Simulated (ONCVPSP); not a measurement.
## What the settings do to the ONCV potential of Tb

Base potential:

- Element: Tb (Z = 65)
- Generator: ONCVPSP 4.0.1
- Type: optimised norm-conserving Vanderbilt (ONCV)
- Functional: PW91
- Relativity: non-relativistic
- Frozen core: [Kr] 4d10
- Valence charge: 19
- Reference configuration: 4f9 5s2 5p6 6s2
- Partial waves: 5s+6s: rc 2.55 bohr, ncon 5, nbas 9, qcut 5.3 1/bohr, 2 projectors; 5p: rc 2.55 bohr, ncon 4, nbas 9, qcut 6.3 1/bohr, 3 projectors, debl 3.8 Ha; d scattering state at 0.08 Ha: rc 2.55 bohr, ncon 3, nbas 6, qcut 3.8 1/bohr, 2 projectors, debl 1.9 Ha; 4f: rc 1.00 bohr, ncon 4, nbas 8, qcut 16 1/bohr, 2 projectors, debl 1.5 Ha
- Local potential: polynomial inside 0.70 bohr (lpopt 5, dvloc0 4 Ha)
- Core correction: polynomial model core, fcfact 0.35

In the d channel the program set the typed energies aside and used 0.050, 1.950 Ha.

Cutoffs, loose and tight: the cutoffs (Ha) at which the residual kinetic energy of the hardest occupied pseudo-wave falls to 1 and 0.1 mHa per electron. They do not see the model core or the augmentation charge, which bear on the density cutoff. Test errors are all-electron minus pseudo excitation energies from the reference, over the configurations 4f9 5s2 5p6 6s1; 4f9 5s2 5p6 6s0; 4f8 5s2 5p6 6s0; 4f7 5s2 5p6 6s0. A dash means not determined; rows that change the core or the reference have their own tests.

A true bound ghost makes a file unfit for plane-wave use even where its test errors are small: the radial tests pick states by their node count and pass the ghost by.

```csv
change,outcome,"cutoff, loose","cutoff, tight",bound ghosts,GHOST(+) flags above zero,largest test error (meV)
base,"generated, projector energies reset by the program",116 Ha,128 Ha,"s, d, p",s,tests left out (the all-electron energies of this program are off by 10 to 40 meV for near-neutral 4f atoms)
s: qcut 6.1; p: qcut 7.3; d: qcut 4.4; f: qcut 18.5,"generated, projector energies reset by the program",136 Ha,149 Ha,"s, p",d,tests left out (the all-electron energies of this program are off by 10 to 40 meV for near-neutral 4f atoms)
d: qcut 4.3,"generated, projector energies reset by the program",116 Ha,128 Ha,"s, d, p",s,tests left out (the all-electron energies of this program are off by 10 to 40 meV for near-neutral 4f atoms)
"local potential polynomial inside 0.70 bohr (lpopt 5, dvloc0 8 Ha)","generated, projector energies reset by the program",116 Ha,128 Ha,"s, d",p,tests left out (the all-electron energies of this program are off by 10 to 40 meV for near-neutral 4f atoms)
d: nproj 3,"generated, projector energies reset by the program",116 Ha,128 Ha,"s, d, p",s,tests left out (the all-electron energies of this program are off by 10 to 40 meV for near-neutral 4f atoms)
functional PBE,"generated, projector energies reset by the program",116 Ha,128 Ha,"s, d, p",s,tests left out (the all-electron energies of this program are off by 10 to 40 meV for near-neutral 4f atoms)
"all radii but the core radius scaled by about 1.34 (s 3.42, p 3.42, d 3.42, f 1.34 bohr); local potential polynomial inside 0.94 bohr (lpopt 5, dvloc0 4 Ha)","generated, projector energies reset by the program",92 Ha,102 Ha,s,"p, d",tests left out (the all-electron energies of this program are off by 10 to 40 meV for near-neutral 4f atoms)
```
